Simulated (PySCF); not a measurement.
H$_{4}$B$_{3}$Cl$_{3}$N$_{3}$, charge +1, singlet, geometry from GFN2-xTB; PySCF with CAMB3LYP/STO-3G.

The PySCF input:
```python
from pyscf import gto, scf, dft

mol = gto.Mole()
mol.atom = '''
    Cl   -1.92497906   -2.50575432   -0.30252180
    B    -0.90112912   -1.17278707   -0.14076158
    N    -1.39356340    0.18046148   -0.26000621
    B    -0.63263027    1.33969800   -0.14230920
    Cl   -1.19572753    2.93161321   -0.28629955
    N     0.88350606    1.15328901    0.15157545
    B     1.43275997   -0.29705545    0.27243464
    Cl    3.09171093   -0.46603994    0.57464606
    N     0.51108002   -1.32890542    0.12245861
    H    -2.38501425    0.27302681   -0.44845800
    H     1.42090884    1.64934894   -0.56698538
    H     1.11337995    1.66138026    1.01196390
    H     0.84149005   -2.28387112    0.19944512
'''
mol.basis = 'sto-3g'
mol.charge = 1
mol.verbose = 4
mol.build()

mf = dft.RKS(mol)
mf.xc = 'camb3lyp'
mf.grids.prune = None
mf.kernel()
mf.analyze()
```

What does PySCF print? Leave out banner, timings and long lists.


```
PySCF version 2.14.0

[INPUT] verbose = 4
[INPUT] num. atoms = 13
[INPUT] num. electrons = 90
[INPUT] charge = 1
[INPUT] spin (= nelec alpha-beta = 2S) = 0
[INPUT] symmetry False subgroup None
[INPUT] Mole.unit = angstrom
[INPUT] Symbol           X                Y                Z      unit          X                Y                Z       unit  Magmom
[...]
nuclear repulsion = 617.005697373633
number of shells = 37
number of NR pGTOs = 183
number of NR cGTOs = 61
basis = sto-3g
ecp = {}

******** <class 'pyscf.dft.rks.RKS'> ********
method = RKS
initial guess = minao
damping factor = 0
level_shift factor = 0
DIIS = <class 'pyscf.scf.diis.CDIIS'>
diis_start_cycle = 1
diis_space = 8
diis_damp = 0
SCF conv_tol = 1e-09
SCF conv_tol_grad = None
SCF max_cycles = 50
direct_scf = True
direct_scf_tol = 1e-13
XC library pyscf.dft.libxc version 7.1.2
    S. Lehtola, C. Steigemann, M. J. T. Oliveira, and M. A. L. Marques,  SoftwareX 7, 1–5 (2018)
XC functionals = camb3lyp
    T. Yanai, D. P. Tew, and N. C. Handy,  Chem. Phys. Lett. 393, 51 (2004)
radial grids:
    Treutler-Ahlrichs [JCP 102, 346 (1995); DOI:10.1063/1.469408] (M4) radial grids

becke partition: Becke, JCP 88, 2547 (1988); DOI:10.1063/1.454033
pruning grids: None
grids dens level: 3
symmetrized grids: False
atomic radii adjust function: <function treutler_atomic_radii_adjust>
small_rho_cutoff = 0
Set gradient conv threshold to 3.16228e-05
Initial guess from minao.
tot grids = 300464
init E= -1604.93525842733
[...]
cycle= 1 E= -1603.52943113222  delta_E= 1.41  |g|= 0.637  |ddm|= 4.96
[...]
cycle= 2 E= -1603.61740553605  delta_E= -0.088  |g|= 0.534  |ddm|= 1.89
[...]
cycle= 3 E= -1603.70547763949  delta_E= -0.0881  |g|= 0.0484  |ddm|= 0.759
[...]
cycle= 4 E= -1603.70614639172  delta_E= -0.000669  |g|= 0.0246  |ddm|= 0.104
[...]
cycle= 5 E= -1603.70634311749  delta_E= -0.000197  |g|= 0.00213  |ddm|= 0.0381
[...]
cycle= 6 E= -1603.70634473218  delta_E= -1.61e-06  |g|= 0.00111  |ddm|= 0.00516
[...]
cycle= 7 E= -1603.70634509717  delta_E= -3.65e-07  |g|= 0.000137  |ddm|= 0.00154
[...]
cycle= 8 E= -1603.70634510503  delta_E= -7.86e-09  |g|= 5.26e-05  |ddm|= 0.000309
[...]
cycle= 9 E= -1603.70634510597  delta_E= -9.39e-10  |g|= 7.84e-06  |ddm|= 8.29e-05
[...]
Extra cycle  E= -1603.70634510598  delta_E= -1.64e-11  |g|= 4.9e-06  |ddm|= 1.81e-05
converged SCF energy = -1603.70634510598
**** SCF Summaries ****
Total Energy =                       -1603.706345105983473
Nuclear Repulsion Energy =             617.005697373633325
One-electron Energy =                -3421.439558113143448
Two-electron Energy =                 1200.727515633526536
Two-electron Coulomb Energy =         1319.328505024215929
DFT Exchange-Correlation Energy =     -118.600989390689492
HOMO-LUMO gap [eV] =                     9.931163183936956
**** MO energy ****
[...]
 ** Mulliken pop on meta-lowdin orthogonal AOs  **
 ** Mulliken pop  **
 ** Mulliken atomic charges  **
charge of    0Cl =      0.00043
charge of    1B =      0.17799
charge of    2N =     -0.15759
charge of    3B =      0.17914
charge of    4Cl =      0.00655
charge of    5N =     -0.11632
charge of    6B =      0.17914
charge of    7Cl =      0.00655
charge of    8N =     -0.15759
charge of    9H =      0.20671
charge of   10H =      0.23410
charge of   11H =      0.23417
charge of   12H =      0.20671

WARN: System has nonzero charge 1; the dipole moment is origin-dependent.
Location of origin: [0. 0. 0.]

Dipole moment(X, Y, Z, Debye):  1.70107,  2.22839,  0.32297
```
